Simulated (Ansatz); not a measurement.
Stepwise reaction of `O[SiH](O)S` with hydrogen sulfide, as a gas-phase model of exchange steps in deposition or etching. ΔE in kJ/mol.

Calculated with Ansatz (gas phase, PBE0-D4/def2-TZVP geometries, no zero-point term in ΔE). CCSD(T)/CBS adds triple-zeta CCSD(T) − MP2 to the extrapolated MP2 energy (def2 sets, frozen cores). This one scheme is used for every species. DFT in def2-TZVPP. B3LYP here is the variant with VWN-RPA as its local correlation; programs differ in this. One conformer a species, not always the lowest.

```tsv
step	reaction	PBE-D4	B3LYP-D4	ωB97M-V	CCSD(T)/CBS
2	`O[SiH](S)S` + H₂S → `S[SiH](S)S` + H₂O	28.7	40.6	41.8	36.4
```

(1) Give the row of step 1, `O[SiH](O)S` + H₂S → `O[SiH](S)S` + H₂O. (Best estimate.)

(2) By hand: ΔE of the 2 steps together at CCSD(T)/CBS.

Answers

(1) The calculation gave: 
```
step                                 reaction  PBE-D4  B3LYP-D4  ωB97M-V  CCSD(T)/CBS
   1  `O[SiH](O)S` + H₂S → `O[SiH](S)S` + H₂O    32.5      45.9     46.7         42.3
```

(2) (42.3) + (36.4) = 78.7 kJ/mol, or 39.3 kJ/mol a step.

In ΔE each step is lower than the one before. All are uphill at CCSD(T)/CBS. PBE-D4 differs from CCSD(T)/CBS by -9.8 to -7.7 kJ/mol a step. Isolated molecules leave out the surface, adducts and barriers. Largest T1 diagnostic: 0.012.
